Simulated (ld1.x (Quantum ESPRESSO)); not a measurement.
# zinc (Zn): one change to a PAW potential, before and after

ld1.x (Quantum ESPRESSO) 7.5 input, shortened:

```
&input
   title='Zn', zed=30., rel=1, dft='PZ', iswitch=3,
   config='[Ar] 3d10 4s2 4p0'
 /
 &inputp
   pseudotype=3, lpaw=.true., tm=.true., lloc=-1, rcloc=1.70,
   nlcc=.false.,
   which_augfun='PSQ', rmatch_augfun_nc=.true.
 /
6
4S  1  0   2.00   0.00  1.65  1.85  0.0
4S  1  0   0.00   0.95  1.65  1.85  0.0
3P  2  1   6.00   0.00  1.40  1.55  0.0
4P  3  1   0.00   0.00  1.40  1.55  0.0
3D  3  2  10.00   0.00  0.55  0.80  0.0
3D  3  2   0.00   0.05  0.55  0.80  0.0
 &test
   configts(1)='3p6 3d10 4s2 4p0'
 /
```

All-electron outer shells of the reference configuration (LDA (PZ), scalar-relativistic, ld1.x):

```json
{"shell": "2p", "level (eV)": "-1003.46", "outermost node (bohr)": "–", "outermost maximum (bohr)": "0.15"}
{"shell": "3s", "level (eV)": "-128.62", "outermost node (bohr)": "0.28", "outermost maximum (bohr)": "0.59"}
{"shell": "3p", "level (eV)": "-83.26", "outermost node (bohr)": "0.25", "outermost maximum (bohr)": "0.59"}
{"shell": "3d", "level (eV)": "-10.42", "outermost node (bohr)": "–", "outermost maximum (bohr)": "0.56"}
{"shell": "4s", "level (eV)": "-6.23", "outermost node (bohr)": "0.85", "outermost maximum (bohr)": "2.09"}
{"shell": "4p", "level (eV)": "-1.23", "outermost node (bohr)": "0.92", "outermost maximum (bohr)": "3.04"}
```

Change: wave 3d channel at 0.05 Ry: rcut 0.55, rcutus 0.80 bohr becomes 3d channel at 0.69 Ry: rcut 0.55, rcutus 0.80 bohr.

Cutoffs: the cutoffs (Ry, on a coarse ladder) from which the occupation-weighted sum of valence levels, in a spherical-Bessel basis at the reference potential, stays within 10 and 1 mRy of its value at 400 Ry; they do not see the model core or the augmentation charge, which bear on the density cutoff. Errors are all-electron minus pseudo energies relative to the spin-unpolarised reference configuration.

Question: Predict the effect on cutoff, ghosts and configuration errors.

Answer: The errors of the 9 common tests hardly move; neither file shows a bound ghost.

| quantity | base | changed |
| --- | --- | --- |
| cutoff, loose | 260 Ry | 260 Ry |
| cutoff, tight | over 300 Ry | over 300 Ry |
| bound ghosts | none | none |
| error for 3p6 3d10 4s1 4p0, meV [ΔE 10.19 eV] | -1.5 | -1.5 |
| error for 3p6 3d10 4s0 4p0, meV [ΔE 28.96 eV] | -4.6 | -4.6 |
| error for 3p6 3d9 4s0 4p0, meV [ΔE 69.85 eV] | -31 | -29 |
| error for 3p6 3d10 4s0 4p1, meV [ΔE 16.61 eV] | -2.9 | -2.9 |
| error for 3p6 3d8 4s0 4p0, meV [ΔE 132.00 eV] | -190 | -186 |
| error for 3p6 3d9 4s2 4p0, meV [ΔE 18.21 eV] | -18 | -18 |
| error for 3p6 3d10 4s1.5 4p0, meV [ΔE 4.08 eV] | -0.6 | -0.6 |
| error for 3p6 3d10 4s1 4p0 (spin-polarised), meV [ΔE 9.94 eV] | -1.5 | -1.5 |
| error for 3p6 3d9 4s0 4p0 (spin-polarised), meV [ΔE 69.58 eV] | -31 | -29 |
| s: phases at 2.00 bohr within 0.05 rad from the reference energy up to (Ry; the scan ends near 5) | to the end of the scan | to the end of the scan |
| p: phases at 2.00 bohr within 0.05 rad from the reference energy up to (Ry; the scan ends near 5) | to the end of the scan | to the end of the scan |
| d: phases at 2.00 bohr within 0.05 rad from the reference energy up to (Ry; the scan ends near 5) | to the end of the scan | to the end of the scan |
| lowest overlap eigenvalue by channel | s 0.43, p 0.83, d 1.00 | s 0.43, p 0.83, d 1.00 |
